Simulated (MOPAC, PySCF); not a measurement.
C4H3N, SMILES `N#CC1=CC1`, neutral singlet in the gas phase. 

Cartesian coordinates (Å):
```xyz
8

N      2.9342     0.1645    -0.1361
C      1.7813     0.1904    -0.0843
C      0.3904     0.1800    -0.0211
C     -0.7401     0.8073     0.0183
C     -0.8483    -0.6847     0.0514
H     -1.2651     1.7455     0.0244
H     -1.1676    -1.2187    -0.8400
H     -1.0848    -1.1842     0.9875
```
Charge 0, multiplicity 1.

All levels are single points at this geometry (B3LYP-D3(BJ)/def2-TZVP); Pople sets use spherical d functions. Orbital energies aren't observables, and empty levels follow the basis.

| level | HOMO (eV) | LUMO (eV) | gap (eV) | dipole (D) | vertical IE, Delta-SCF (eV) |
|---|---|---|---|---|---|
| M06-2X/def2-TZVP in PySCF | -9.22 | -0.92 | 8.31 | 4.01 | 10.45 |
| B3LYP/3-21G in PySCF | -7.58 | -1.57 | 6.01 | 3.59 | – |
| B3LYP/6-311+G** in PySCF | -7.85 | -2.12 | 5.73 | 4.07 | – |
| B3LYP/6-31G* in PySCF | -7.55 | -1.66 | 5.88 | 3.84 | 10.04 |
| M06-2X/6-31G* in PySCF | -9.02 | -0.56 | 8.46 | 3.82 | – |
| SVWN5/6-31G* in PySCF | -6.78 | -2.68 | 4.10 | 3.82 | 10.13 |
| HF/3-21G in PySCF | -10.31 | 2.46 | 12.77 | 4.01 | – |
| PM6 in MOPAC | -10.81 | -0.58 | 10.23 | 3.64 | – |
| PM7 in MOPAC | -10.87 | -0.78 | 10.10 | 3.80 | – |
